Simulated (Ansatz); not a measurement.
Consider the formal hydrolysis of the Si–N bond: `N[SiH2][O][GeH3]` + H₂O → `O[SiH2][O][GeH3]` + NH₃.

Program: Ansatz. Geometries: PBE0-D4/def2-TZVP. ΔE: electronic, gas phase. CCSD(T)/CBS is the MP2 limit (def2-TZVPP, def2-QZVPP) plus CCSD(T) − MP2 in def2-TZVPP, frozen cores. This one scheme is used for every species. Functionals use def2-TZVPP. B3LYP here is the variant with VWN-RPA as its local correlation; programs differ in this. For Ge outer-core shells are correlated without core-valence functions, which leaves a few kJ/mol of doubt a bond. Scalar relativity is left out up to krypton. One conformer a species, not always the lowest.

`N[SiH2][O][GeH3]`:

Z-matrix (Å, degrees):
```
Si
O 1 1.638
N 1 1.704 2 113.9
H 1 1.487 2 108.7 3 119.5
H 1 1.487 2 108.7 3 -119.5
Ge 2 1.772 1 135.0 3 -179.6
H 3 1.007 1 120.7 2 73.5
H 3 1.007 1 120.7 2 -73.6
H 6 1.538 2 108.8 1 -60.5
H 6 1.533 2 105.7 1 179.8
H 6 1.538 2 108.8 1 60.1
```

H₂O:

Z-matrix (Å, degrees):
```
O
H 1 0.960
H 1 0.960 2 105.1
```

`O[SiH2][O][GeH3]`:

Z-matrix (Å, degrees):
```
Si
O 1 1.628
O 1 1.644 2 112.9
H 1 1.482 2 110.8 3 -116.3
H 1 1.484 2 106.1 3 121.5
Ge 2 1.779 1 133.2 3 63.6
H 3 0.958 1 117.7 2 70.5
H 6 1.538 2 108.6 1 31.5
H 6 1.536 2 108.0 1 -89.1
H 6 1.533 2 105.7 1 151.5
```

NH₃:

Cartesian coordinates in Å:
```
N -0.070 0.057 0.267
H -0.870 -0.247 -0.275
H 0.315 0.868 -0.201
H 0.625 -0.678 0.208
```

Question: Is it downhill or uphill in electronic energy at CCSD(T)/CBS, and by how much? (Best estimate.)

Answer: The calculation gave: Downhill: ΔE = -46.4 kJ/mol.

Question: What do these levels give: ωB97M-V, PBE, PBE0, B3LYP, SCS-MP2/def2-TZVPP, CCSD/def2-TZVPP, CCSD(T)/def2-TZVPP, HF/def2-QZVPP, MP2/def2-QZVPP, HF/CBS(def2), MP2/CBS(def2), CCSD/CBS(def2)? (Best estimate.)

Answer: Computed: ωB97M-V -48.3, PBE -46.0, PBE0 -45.9, B3LYP -50.7, SCS-MP2/def2-TZVPP -50.1, CCSD/def2-TZVPP -49.2, CCSD(T)/def2-TZVPP -48.7, HF/def2-QZVPP -54.2, MP2/def2-QZVPP -46.8, HF/CBS(def2) -54.2, MP2/CBS(def2) -45.9, CCSD/CBS(def2) -46.9 kJ/mol.

Largest T1 diagnostic among the species: 0.012.

In def2-TZVPP, CCSD(T) changes the Hartree–Fock value by +5.7 kJ/mol (the triples alone add +0.5 kJ/mol) and MP2 by +6.2 kJ/mol.
